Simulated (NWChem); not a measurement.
# BNH3OF; SMILES NB(O)F

```xyz
7

B     -0.0066    -0.0205     0.0000
F      1.2501    -0.5382     0.0000
O     -1.0897    -0.8661     0.0000
H     -0.8022    -1.7950     0.0000
N     -0.1785     1.3790     0.0000
H     -1.0973     1.8157     0.0000
H      0.6069     2.0251     0.0000
```
Atoms are numbered in this order, from 1.

All runs: NWChem. Coordinates come from a PBE-D3(BJ)/def2-SVP optimisation. Atomic charges in e: unrestrained fits to the electrostatic potential beside Mulliken populations; buried atoms are poorly determined by the fit.

Q: Estimate the computed values for B3LYP/def2-SVP. Quantities: ESP B1; Mulliken B1; ESP F2; Mulliken F2; ESP O3; Mulliken O3; ESP N5; Mulliken N5; relative RMS misfit of the potential (%).

A: 
```json
{
 "ESP B1": "0.80",
 "Mulliken B1": "0.04",
 "ESP F2": "-0.35",
 "Mulliken F2": "-0.17",
 "ESP O3": "-0.65",
 "Mulliken O3": "-0.17",
 "ESP N5": "-0.89",
 "Mulliken N5": "-0.13",
 "relative RMS misfit of the potential (%)": "22"
}
```
